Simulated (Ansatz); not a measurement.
CH₈BNSi, SMILES `C[SiH2]BN`. Charge 0, multiplicity 1.

```xyz
12

C     1.2264   -1.5046   -0.5623
Si    0.0497   -0.6272    0.6151
B    -1.0030    0.8351   -0.2924
N    -0.9886    2.1336    0.1947
H     1.9604   -0.8063   -0.9711
H     1.7664   -2.3070   -0.0553
H     0.6756   -1.9409   -1.3989
H     0.8340   -0.0731    1.7652
H    -0.8856   -1.6385    1.1961
H    -1.6636    0.6273   -1.2741
H    -1.5044    2.8892   -0.2268
H    -0.4672    2.4123    1.0097
```

(1) List the harmonic frequencies (cm⁻¹, unscaled) at PBE0-D4/def2-TZVP in Ansatz. (Best estimate.)

(2) Is this a minimum?

(3) Give the ideal-gas thermochemistry at 298.15 K and 1 bar (rigid rotor, harmonic oscillator; point group C1, symmetry number 1).

(4) And at 400, 500, 600, 800 and 1000 K?

Answers

(1) Ansatz gave: 61, 142, 165, 242, 437, 523, 573, 653, 674, 693, 731, 885, 888, 902, 923, 941, 1149, 1272, 1363, 1453, 1455, 1645, 2161, 2179, 2578, 3052, 3135, 3139, 3595, 3687.

(2) Yes, all 30 modes are real.

(3) Zero-point energy 247.0 kJ/mol; H(298) − E = 267.5 kJ/mol; entropy 334.9 J/(mol·K), of which translation 162.4, rotation 107.5, vibration 65.0; G(298) − E = 167.7 kJ/mol. Modes under 100 cm⁻¹ are hindered rotations or soft bends, so the harmonic entropy is rough.

(4) 
| T (K) | H − E (kJ/mol) | S (J/mol/K) | G − E (kJ/mol) |
| --- | --- | --- | --- |
| 400 | 279.8 | 370.2 | 131.8 |
| 500 | 294.1 | 402.0 | 93.1 |
| 600 | 310.2 | 431.3 | 51.4 |
| 800 | 346.6 | 483.5 | -40.2 |
| 1000 | 387.3 | 528.8 | -141.5 |
